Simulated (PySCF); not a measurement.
Predicted microwave data (PBE0/def2-SVPD in PySCF (dipole) on a GFN2-xTB geometry, gas phase) for one isomer of C3H10O2Si2:

* Rotational constants: A = 2251, B = 1384, C = 1007 MHz
* Dipole components: |μa| = 0.10 D, |μb| = 0.11 D, |μc| = 0.78 D
* Inertial defect: -87.80 u·Å²
* κ: -0.39

Question: Which candidate fits, each taken in the one conformer that was computed?
A. `[CH3:1][CH2:2][C:3](=[O:4])[O:5][SiH2:6][SiH3:7]` with C1–C2–C3–O4 -2°, C2–C3–O5–Si6 179°, C3–O5–Si6–Si7 0°
B. `[CH3:1][O:2][C@H:3]1[CH2:4][O:5][SiH2:6][SiH2:7]1` with C1–O2–C3–C4 72°, O2–C3–C4–O5 68°, C3–C4–O5–Si6 32°, C4–O5–Si6–Si7 -7°, O5–Si6–Si7–C3 -14°
C. `[CH3:1][O:2][C@@H:3]1[CH2:4][Si@@H:5]1[O:6][SiH3:7]` with C1–O2–C3–C4 161°, C4–Si5–O6–Si7 -41°

Answer: C. It is CO[C@@H]1C[Si@@H]1O[SiH3], an asymmetric top, point group C1. The candidates at the same level (rigid rotor, commonest isotopes):

| SMILES | A (MHz) | B (MHz) | C (MHz) | μa (D) | μb (D) | μc (D) | Δ (u·Å²) | point group | rotor |
| --- | --- | --- | --- | --- | --- | --- | --- | --- | --- |
| CO[C@H]1CO[SiH2][SiH2]1 | 2689 | 1440 | 1166 | 1.19 | 0.41 | 1.01 | -105.41 | C1 | asymmetric top |
| CO[C@@H]1C[Si@@H]1O[SiH3] | 2251 | 1384 | 1007 | 0.10 | 0.11 | 0.78 | -87.80 | C1 | asymmetric top |
| CCC(=O)O[SiH2][SiH3] | 3409 | 1020 | 807.3 | 1.17 | 1.53 | 0.02 | -17.75 | near Cs | asymmetric top |

`CO[C@H]1CO[SiH2][SiH2]1` has A 19 % too high; `CCC(=O)O[SiH2][SiH3]` has A 51 % too high. No structure here is proved a minimum.
